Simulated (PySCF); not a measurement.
WOF3, SMILES [F][W+]([F])([F])=[O], charge +1, multiplicity 1.

Geometry: B3LYP-D3(BJ)/def2-SVP. The multiplicity is an assumed one; other spin states were not compared. The isomer is the one that the SMILES or the coordinates give; other isomers of the formula were not compared. The def2 effective core potentials stand for the cores of W; spin–orbit coupling is left out.

Two levels are set side by side: PBE/def2-TZVP (PySCF) and CAM-B3LYP/def2-TZVP (PySCF). Same geometry, gas phase. Differences are taken from unrounded values.

| quantity | CAM-B3LYP |
|---|---|
| orbital gap (eV) | 10.72 |
| highest occupied level (eV) | -19.77 |
| lowest empty level (eV) | -9.05 |
| mean polarisability (bohr³) | 32.6 |

Task: What does PBE give, and how far is it from CAM-B3LYP? (An estimate is asked for; the answer gives what the named calculation found.)

Result: 
| quantity | PBE | PBE minus CAM-B3LYP |
|---|---|---|
| orbital gap (eV) | 5.64 | -5.08 |
| highest occupied level (eV) | -16.50 | 3.27 |
| lowest empty level (eV) | -10.86 | -1.81 |
| mean polarisability (bohr³) | 34.4 | 1.7 |

Without exact exchange PBE keeps part of each electron's self-repulsion, which lifts occupied levels and narrows the gap. PBE's more diffuse valence density responds more strongly to a field. Differences between two approximate levels are no errors against the true value.

Rough cost on one machine, each run with all the roots and properties that it gave: CAM-B3LYP against PBE within a factor of 2.
